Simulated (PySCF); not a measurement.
ZrH2, SMILES [ZrH2] (connectivity only; charge and spin as stated), neutral, multiplicity 3. Geometry optimised at PBE-D3(BJ)/def2-TZVPD. The spin state was assumed, not searched. The def2 effective core potentials stand for the cores of Zr; spin–orbit coupling is left out.

These are PySCF with PBE-D3(BJ)/def2-TZVPD values and carry that method's errors.

Harmonic wavenumbers (cm⁻¹): 591, 1593, 1617. Rotational constants (GHz): 270.9, 99.62, 72.83; symmetry number 2.

Problem. Work out the zero-point energy and the ideal-gas rigid-rotor harmonic-oscillator thermochemistry at 298.15 K and 1 atm.

Solution. ZPE = ½ Σ hcν = ½ × 3802 cm⁻¹ = 5.43 kcal/mol. H − E(el) = 7.91 kcal/mol. Entropy in cal/(mol K): translation 39.51, rotation 14.38, vibration 0.48, spin 2.18, total 56.55. G − E(el) = -8.95 kcal/mol. Cp = 9.10 cal/(mol K).
